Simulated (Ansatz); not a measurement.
Molecule (SMILES): [AsH2] (AsH2), doublet.
Atoms: As1, H2, H3. Bonds: As1-H2, As1-H3.

Basis-set convergence of the optimised As1-H2 bond length at MP2 with Ansatz (a program for electronic structure). The reference of a correlated method is not its basis-set limit, which lies further on. All functions are spherical. Cores are frozen (with 3d on Ga to Br). Open shells are unrestricted. No added dispersion term, no relativity. Reference: the value in aug-pcseg-3, 1.5178 Å, itself unsure by roughly 0.0003 Å (its mean distance from aug-cc-pVQZ, cc-pV5Z, def2-QZVPPD). Deviations are taken from unrounded values.

| basis | functions | optimised As1-H2 bond length (Å) | minus reference (Å) |
|---|---|---|---|
| cc-pVDZ | 37 | 1.5241 | 0.0064 |
| aug-cc-pVDZ | 54 | 1.5265 | 0.0087 |
| cc-pVTZ | 71 | 1.5187 | 0.0009 |
| aug-cc-pVTZ | 105 | 1.5195 | 0.0017 |
| cc-pVQZ | 128 | 1.5175 | -0.0003 |
| aug-cc-pVQZ | 185 | 1.5181 | 0.0003 |
| cc-pV5Z | 214 | 1.5177 | -0.0001 |

The smallest set listed that lies within 0.005 Å of the reference with all its larger relatives (same family, alike in diffuse functions; a set with none counts only in the reference's own line) is cc-pVTZ (71 functions, 0.0009 Å off).
